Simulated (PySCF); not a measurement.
K(OtBu) (C4H9KO), SMILES CC(C)(C)[O][K]. Coordinates come from a r2SCAN-D4/def2-SVP optimisation. The isomer is the one that the SMILES or the coordinates give; other isomers of the formula were not compared.

Computed equilibrium geometry at r2SCAN-D4/def2-SVP (PySCF confirms it by a frequency run) as bond lengths and angles, and its point group:
point group C3v.
Atoms: K1 O2 C3 C4 C5 C6 H7 H8 H9 H10 H11 H12 H13 H14 H15. Bonds (Å): K1–O2 2.247, O2–C3 1.369, C3–C4 1.546, C3–C5 1.546, C3–C6 1.546, C4–H7 1.105, C4–H8 1.103, C4–H9 1.103, C5–H10 1.103, C5–H11 1.105, C5–H12 1.103, C6–H13 1.103, C6–H14 1.103, C6–H15 1.105. Angles (°): K1–O2–C3 180.0, O2–C3–C4 110.4, O2–C3–C5 110.4, O2–C3–C6 110.4, C4–C3–C5 108.5, C4–C3–C6 108.5, C5–C3–C6 108.5, C3–C4–H7 113.4, C3–C4–H8 109.3, C3–C4–H9 109.3, H7–C4–H8 108.4, H7–C4–H9 108.4, H8–C4–H9 107.8, C3–C5–H10 109.3, C3–C5–H11 113.4, C3–C5–H12 109.3, H10–C5–H11 108.4, H10–C5–H12 107.8, H11–C5–H12 108.4, C3–C6–H13 109.3, C3–C6–H14 109.3, C3–C6–H15 113.4, H13–C6–H14 107.8, H13–C6–H15 108.4, H14–C6–H15 108.4.
Charge 0, spin multiplicity 1.
